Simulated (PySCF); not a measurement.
**Correlation energy of N (nitrogen, neutral)**

[He] 2s1 2p4, high-spin 4P determinant (an excited configuration). All numbers are calculated (PySCF 2.14, the spin-free X2C one-electron Hamiltonian (Gaussian nucleus), in x2c-TZVPPall). Frozen: 1s2; 5 electrons correlated.

| level | correlation energy (mhartree) |
| --- | --- |
| CCSD | -109.77 |
| (T) | -2.80 |
| CCSD(T) | -112.57 |
| CCSDT | -113.30 |

Diagnostics: T1 = 0.018, D1 = 0.0489, largest double amplitude 0.080.

Question: Is a single reference adequate?

Answer: Mostly. T1 lies below 0.03, but a double amplitude of this size points to a near-degeneracy that CCSD handles and MP2 describes poorly.
